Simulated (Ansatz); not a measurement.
The first iterations of a band of AlFH4O2 (8 atoms, charge 0, multiplicity 1).

Method: RKS BLYP/def2-SVP (Ansatz 0.2.0).

```yaml
movable_images: 5
climbing_image: yes
spring: 5.0 eV/Å²
optimiser: quadratic models (default)
start_path: through a guess of the saddle point
force_threshold: 0.05 eV/Å
iteration_limit: 60
end_points: relaxed
```

Image 0:

```xyz
8
Properties=species:S:1:pos:R:3
Al -0.022 0.328 -0.134
O -0.042 0.010 1.885
H -0.899 -0.312 2.233
O 1.231 -0.622 -0.841
H 2.163 -0.347 -0.835
H -1.513 -0.069 -0.504
F 0.314 1.965 0.253
H 0.039 0.954 2.160
```

Image 6:

```xyz
8
Properties=species:S:1:pos:R:3
Al 0.083 0.416 -0.080
O -0.042 0.026 1.919
H -0.932 -0.291 2.183
O 1.617 -0.160 -0.615
H 1.742 -0.935 -1.185
H -1.306 -0.188 -0.578
F 0.101 2.069 0.364
H 0.007 0.969 2.209
```

| iteration | highest image above the first end (eV) | largest band force component (eV/Å) |
| --- | --- | --- |
| 1 | 2.773 | 25.428 |
| 2 | 0.831 | 1.791 |
| 3 | 0.652 | 1.251 |
| 4 | 0.541 | 1.039 |

Problem. Does the band converge within its limit, and where does its top end?

Solution. It converged. It ended after 13 iterations with the highest image 0.108 eV above the first end. A vibrational analysis at the climbing image gives one clearly imaginary mode, 280i cm⁻¹: a first-order saddle point. Another band between the same ends, with other settings, climbed to 0.047 eV only, so this may not be the lowest route.

Time of the run: 2.2 min on 1 thread of Arm Neoverse V2 (shared host), peak memory 0.12 GiB.
